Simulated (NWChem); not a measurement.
System meant: CHClO3Si; SMILES [SiH]1(Cl)OC(O1)=O

Input file for NWChem:

```
start job
memory heap 200 mb stack 900 mb global 1100 mb
geometry units angstroms noautoz
  O     -0.646040     2.655268     0.000000
  C     -0.187651     1.571401     0.000000
  O      0.148415     0.788987     1.081638
  Si     0.673191    -0.411695     0.000000
  Cl    -0.426396    -2.108089     0.000000
  O      0.148415     0.788987    -1.081638
  H      2.110821    -0.715840     0.000000
end
basis spherical
  * library def2-svp
end
dft
  xc pbe0
  iterations 4
  mulliken
end
task dft energy
```

End of the output:

```
    Atom       Charge   Shell Charges
 -----------   ------   -------------------------------------------------------
    1 O    8     8.11   1.97  0.92  0.64  2.69  1.86  0.03
    2 C    6     5.90   1.96  0.58  0.25  1.75  0.97  0.38
    3 O    8     8.22   1.97  0.93  0.62  2.70  1.97  0.02
    4 Si  14    13.50   2.00  1.93  0.64  0.31  5.81  1.20  0.89  0.71
    5 Cl  17    16.98   2.00  1.96  1.05  0.78  5.82  2.25  3.10  0.02
    6 O    8     8.22   1.97  0.93  0.62  2.70  1.97  0.02
    7 H    1     1.07   0.64  0.40  0.03

 center of mass
 --------------
 x =  -0.03878524 y =   0.01981083 z =   0.00000000

 moments of inertia (a.u.)
 ------------------
        1287.329307028866           0.000000000000           0.000000000000
           0.000000000000         245.126573031370           0.000000000000
           0.000000000000           0.000000000000        1265.153185609009

     Multipole analysis of the density
     ---------------------------------

     L   x y z        total         alpha         beta         nuclear
     -   - - -        -----         -----         ----         -------
     0   0 0 0     -0.000000    -31.000000    -31.000000     62.000000

     1   1 0 0      0.835218      0.417609      0.417609      0.000000
     1   0 1 0      1.373842      0.686921      0.686921      0.000000
     1   0 0 1      0.000000      0.000000      0.000000      0.000000

     2   2 0 0    -32.272112    -47.748119    -47.748119     63.224127
     2   1 1 0     -1.024495     -2.782351     -2.782351      4.540208
     2   1 0 1     -0.000000     -0.000000     -0.000000      0.000000
     2   0 2 0    -39.846668   -305.045867   -305.045867    570.245066
     2   0 1 1      0.000000      0.000000      0.000000      0.000000
     2   0 0 2    -36.311268    -51.579104    -51.579104     66.846939

 ------------------------------------------------------------------------
 dft energy failed                                                                                  0
 ------------------------------------------------------------------------
 ------------------------------------------------------------------------
  current input line :
    20: task dft energy
 ------------------------------------------------------------------------
 ------------------------------------------------------------------------
 This type of error is most commonly associated with calculations not reaching convergence criteria
 ------------------------------------------------------------------------
 For more information see the NWChem manual at https://nwchemgit.github.io

0:dft energy failed:Received an Error in Communication
```

**Question.** What is wrong, and how is it mended?

**Answer.** The run did not converge; its last values are not results. Cause: the SCF was allowed too few iterations. This input runs:
```
start job
memory heap 200 mb stack 900 mb global 1100 mb
geometry units angstroms noautoz
  O     -0.646040     2.655268     0.000000
  C     -0.187651     1.571401     0.000000
  O      0.148415     0.788987     1.081638
  Si     0.673191    -0.411695     0.000000
  Cl    -0.426396    -2.108089     0.000000
  O      0.148415     0.788987    -1.081638
  H      2.110821    -0.715840     0.000000
end
basis spherical
  O library def2-svp
  C library def2-svp
  Si library def2-svp
  Cl library def2-svp
  H library def2-svp
end
dft
  xc pbe0
  iterations 150
  mulliken
end
task dft energy
```
It converges to -1013.20532 Ha (PBE0/def2-SVP).
